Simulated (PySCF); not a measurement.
C4H10Si2, SMILES C=C[Si@H]1CC[SiH2]1.

The structure is a stationary point at PBE0-D3(BJ)/def2-SVP. The structure was generated by enumeration; whether it is a known compound was not checked. One conformer was computed; it need not be the lowest.

Calculation: M06-2X/def2-TZVP in PySCF.

Isolated molecule, no solvent.

Task: Estimate the frontier levels, gap, dipole moment and polarisability. (Estimate from the structure and the level; the computed values follow.)

Result: 
* **highest occupied level**: -8.01 eV
* **lowest empty level**: 0.13 eV
* **orbital gap**: 8.14 eV
* **dipole moment**: 0.67 D
* **quadrupole, principal values (traceless, Buckingham form, about the centre of nuclear charge)**: -4.36, 0.44, 3.92 D·Å
* **mean static polarisability**: 104.4 bohr³ (15.47 Å³)
* **polarisability, principal values**: 85.4, 91.7, 136.0 bohr³
